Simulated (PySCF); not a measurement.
BLYP on Rh (rhodium, neutral)

Configuration: [Kr] 4d7 5s1 5p1, one real determinant (an excited configuration). All numbers are calculated (PySCF 2.14, the spin-free X2C one-electron Hamiltonian (Gaussian nucleus), in aug-cc-pwCVTZ-DK (11s10p8d4f3g, 136 functions)).

```json
{
  "Total energy": "-4783.48 hartree",
  "One-electron energy": "-6586.16 hartree",
  "Hartree (Coulomb) energy": "1942.68 hartree",
  "Exchange-correlation energy": "-139.99 hartree",
  "⟨S²⟩": "8.7508",
  "⟨L²⟩": "13.842",
  "Sum of ⟨r⟩": "33.99 bohr",
  "Sum of ⟨r²⟩": "63.51 bohr²",
  "Traceless quadrupole moment −½Σ⟨3z² − r²⟩ along its main axis": "-8.25 e·bohr²",
  "Langevin diamagnetic susceptibility": "-50.3 ×10⁻⁶ cm³/mol"
}
```

| shell | electrons | mean orbital energy (hartree) | spread (hartree) | rms radius, mean of both spins (bohr) |
| --- | --- | --- | --- | --- |
| 1s α | 1 | -845.57853 | 0 | 0.0375 |
| 1s β | 1 | -845.57728 | 0 | 0.0375 |
| 2s α | 1 | -122.78860 | 0 | 0.154 |
| 2s β | 1 | -122.77074 | 0 | 0.154 |
| 2p α | 3 | -110.13050 | 0.00283 | 0.137 |
| 2p β | 3 | -110.11658 | 0.00153 | 0.137 |
| 3s α | 1 | -22.08536 | 0 | 0.418 |
| 3s β | 1 | -22.07505 | 0 | 0.418 |
| 3p α | 3 | -17.91779 | 0.00490 | 0.421 |
| 3p β | 3 | -17.90617 | 0.00394 | 0.421 |
| 3d α | 5 | -11.23061 | 0.01286 | 0.405 |
| 3d β | 5 | -11.21352 | 0.00513 | 0.405 |
| 4s α | 1 | -3.23757 | 0 | 1.04 |
| 4s β | 1 | -3.15675 | 0 | 1.04 |
| 4p α | 3 | -2.05725 | 0.00953 | 1.15 |
| 4p β | 3 | -1.97304 | 0.00637 | 1.15 |
| 4d α | 5 | -0.39548 | 0.03352 | 1.65 |
| 4d β | 2 | -0.33023 | 0.00736 | 1.65 |
| 5s α | 1 | -0.24635 | 0 | 3.19 |
| 5p α | 1 | -0.08488 | 0 | 4.57 |

⟨L²⟩ = 13.84 against 20 for a pure G term, so this real determinant mixes terms.

Densities and radii are taken from the X2C orbitals without a picture-change correction, which distorts them close to the nucleus.
